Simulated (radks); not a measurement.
All-electron atom: the rhodium ion Rh2+ in [Kr] 4d7 (the NIST ground configuration). Method: scalar-relativistic Kohn-Sham, B86b exchange with PBE correlation, spin-polarised, spherical densities, point nucleus; open shells are filled with parallel spins first (spin-orbit coupling, left out, can overturn this in heavy ions); computed with a radial shooting solver on a logarithmic mesh with Libxc functionals.

Normalised radial functions P(r) = r R(r), r in bohr:

r,3d down,4s down,4d down
0.004868,0.0003,0.1541,0.0001
0.006339,0.0006,0.1835,0.0002
0.008321,0.0013,0.2140,0.0004
0.01083,0.0027,0.2396,0.0009
0.01422,0.0058,0.2549,0.0019
0.01852,0.0119,0.2494,0.0039
0.02411,0.0239,0.2121,0.0078
0.03165,0.0480,0.1286,0.0156
0.04121,0.0920,-0.0011,0.0298
0.0541,0.1731,-0.1726,0.0560
0.07044,0.3055,-0.3352,0.0984
0.09246,0.5169,-0.4231,0.1651
0.1204,0.8013,-0.3470,0.2524
0.1568,1.1391,-0.0728,0.3492
0.2058,1.4674,0.3336,0.4247
0.2679,1.6532,0.6252,0.4224
0.3517,1.5988,0.5504,0.2881
0.4579,1.2930,0.0403,0.0151
0.6011,0.8322,-0.6760,-0.3560
0.7827,0.4190,-1.1329,-0.6871
1.019,0.1544,-1.1112,-0.8675
1.338,0.0368,-0.7285,-0.8442
1.742,0.0056,-0.3350,-0.6721
2.286,0.0004,-0.0999,-0.4382
2.977,0.0000,-0.0192,-0.2340
3.908,0.0000,-0.0019,-0.0926
5.089,0.0000,-0.0001,-0.0262

3d down: eigenvalue -321.46 eV, 0 radial nodes, <r> = 0.370 bohr, 90 % of the charge inside 0.588 bohr. 4s down: eigenvalue -102.26 eV, 3 radial nodes at r = 0.0411, 0.165, 0.465 bohr, <r> = 0.976 bohr, 90 % of the charge inside 1.42 bohr. 4d down: eigenvalue -24.498 eV, 1 radial node at r = 0.463 bohr, <r> = 1.46 bohr, 90 % of the charge inside 2.31 bohr.
